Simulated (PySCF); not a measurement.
2H-1,3-oxazine (C4H5NO), SMILES C1=COCN=C1. Atoms are numbered in the order given.

```xyz
11

C     -0.1479     1.4196     0.0000
C      1.0820     0.8323     0.0000
O      1.2836    -0.4880     0.0000
C      0.0829    -1.3716     0.0000
N     -1.2072    -0.7640     0.0000
C     -1.2959     0.5244     0.0000
H     -0.2563     2.5108     0.0000
H      2.0331     1.3922     0.0000
H      0.1970    -2.0194    -0.8990
H      0.1970    -2.0194     0.8990
H     -2.3159     0.9585     0.0000
```
Charge 0, spin multiplicity 1.

Coordinates come from a PBE-D3(BJ)/def2-SVP optimisation. A frequency run showed that this geometry is not a minimum. The values are those of a single conformer.

The numbers are results of PBE-D3(BJ)/def2-SVP (PySCF), not measurements.

No scaling factor is applied to the harmonic values.

```tsv
mode	ν (cm⁻¹)	IR (km/mol)	moving atoms (share of kinetic energy)
1	118i	5.2	H 36 %, C 33 %, O 22 %, N 9 %
2	328	1.4	C 36 %, H 24 %, N 22 %, O 18 %
3	538	8.2	O 45 %, C 40 %, N 9 %
4	549	18.3	C 50 %, H 39 %, N 10 %
5	588	6.0	C 46 %, N 38 %, O 11 %
6	726	26.4	H 81 %, C 16 %
7	753	45.4	C 69 %, O 23 %
8	908	0.0	H 64 %, C 35 %
9	920	15.4	C 48 %, N 35 %, O 9 %, H 8 %
10	937	0.5	H 70 %, C 28 %
11	993	25.4	C 73 %, H 24 %
12	1033	36.0	C 52 %, H 29 %, O 16 %
13	1048	9.2	H 60 %, C 31 %
14	1061	11.4	H 57 %, C 30 %, O 8 %
15	1210	47.5	H 69 %, C 23 %, O 9 %
16	1227	0.0	H 97 %
17	1326	0.6	H 85 %, C 9 %
18	1360	23.0	H 67 %, C 17 %, N 12 %
19	1418	48.4	H 55 %, C 38 %
20	1429	8.3	H 75 %, C 18 %
21	1601	113.7	C 78 %, H 11 %, N 9 %
22	1697	135.6	C 61 %, N 32 %
23	2941	82.7	H 95 %
24	2979	31.4	H 90 %, C 10 %
25	3041	33.4	H 92 %, C 8 %
26	3106	9.2	H 91 %, C 9 %
27	3173	2.0	H 91 %, C 9 %
```
